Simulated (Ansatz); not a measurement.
Cost and result up the ladder for Ge(iPr)2H2 (C6H16Ge) (23 atoms). The state is a singlet with charge 0. Geometry: r2SCAN-D4/def2-SVP.

```xyz
23

C    -0.726   -0.167    1.464
C    -0.302   -1.633    1.575
C    -2.064    0.091    2.158
C     0.924    0.065   -1.355
C     2.092    0.708   -0.605
C     0.860    0.529   -2.811
Ge   -0.785    0.409   -0.425
H     0.047    0.463    1.945
H     0.689   -1.816    1.128
H    -1.022   -2.298    1.067
H    -0.252   -1.953    2.631
H    -2.021   -0.195    3.224
H    -2.359    1.152    2.111
H    -2.875   -0.499    1.695
H     1.056   -1.034   -1.341
H     2.181    0.336    0.429
H     1.980    1.806   -0.554
H     3.052    0.503   -1.113
H     1.802    0.303   -3.342
H     0.041    0.041   -3.366
H     0.702    1.619   -2.877
H    -1.093    1.922   -0.497
H    -1.927   -0.351   -1.140
```

Ansatz on 4 threads of Arm Neoverse V1 on a shared host. Times are rough, and most runs start from the orbitals of an earlier one. CAM-B3LYP-D4/def2-TZVP serves as the yardstick here, not as an exact answer. Differences are given only for rows in sets of like size (and for xTB, whose basis is part of the method), since another set adds its own error. Binding counts from free atoms at the same level (C triplet, Ge triplet, H doublet; other spins of the atoms weren't run), without zero-point energy or a counterpoise term.

B3LYP takes the VWN-RPA correlation. Correlated methods freeze 15 core orbitals; core or outer-core shells of Ge are correlated, in sets that lack core-valence functions. Another isomer (singlet) lies 0.65 eV lower at PBE0-D4/def2-TZVP; other spin states weren't run for this one.

Correlated methods converge slowly with the basis.

```csv
level,functions,binding energy per atom (eV),difference from CAM-B3LYP-D4/def2-TZVP (eV)
r2SCAN-D4/def2-TZVP,330,3.91,-0.01
CAM-B3LYP-D4/def2-TZVP,330,3.91,0.00
r2SCAN0-D4/def2-TZVP,330,3.88,-0.04
HF/STO-3G,64,3.86,–
PBE-D4/def2-SVP,196,3.98,–
B3LYP-D4/def2-TZVP,330,3.90,-0.02
PBE0-D4/def2-SVP,196,3.95,–
PBE-D4/def2-TZVP (with forces),330,3.95,0.04
MP2/def2-TZVP,330,3.80,-0.12
PBE0-D4/def2-TZVP,330,3.92,0.00
```

Task: Estimate how long each takes.

Result: HF/STO-3G 0.4 s; PBE-D4/def2-SVP 3 s; PBE0-D4/def2-SVP 4.9 s; PBE-D4/def2-TZVP (with forces) 6 s; B3LYP-D4/def2-TZVP 9.5 s; PBE0-D4/def2-TZVP 11 s; r2SCAN-D4/def2-TZVP 11 s; MP2/def2-TZVP 11 s; CAM-B3LYP-D4/def2-TZVP 12 s; r2SCAN0-D4/def2-TZVP 15 s. On shared hardware such times vary by a factor of up to 3.
